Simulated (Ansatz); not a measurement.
Mulliken charges of `[SiH3][SeH]` from PBE/def2-TZVPP in Ansatz (PBE0-D4/def2-TZVP geometry).

```csv
atom,x (Å),y (Å),z (Å),charge (e)
Si1,-0.245,-0.235,-0.475,0.208
Se2,0.899,-0.252,1.497,-0.161
H3,-1.606,0.334,-0.309,-0.036
H4,-0.337,-1.660,-0.873,-0.037
H5,0.480,0.538,-1.514,-0.036
H6,0.851,1.210,1.628,0.061
```

**Question.** By hand: the dipole of these point charges (1 e Å = 4.8032 D).

**Answer.** Σ q r = (-0.091, 0.096, -0.143) e Å, of length 0.195 e Å = 0.94 D.

**Question.** How does the dipole of the full density compare? (An estimate is asked.)

**Answer.** Computed: (-0.066, 0.114, -0.098) e Å, 0.79 D; the point charges give 1.19 times that, at 14° from its direction.

Point charges leave out the atoms' own dipoles, such as those of lone pairs, and Mulliken's split depends on the basis, so the two needn't agree.
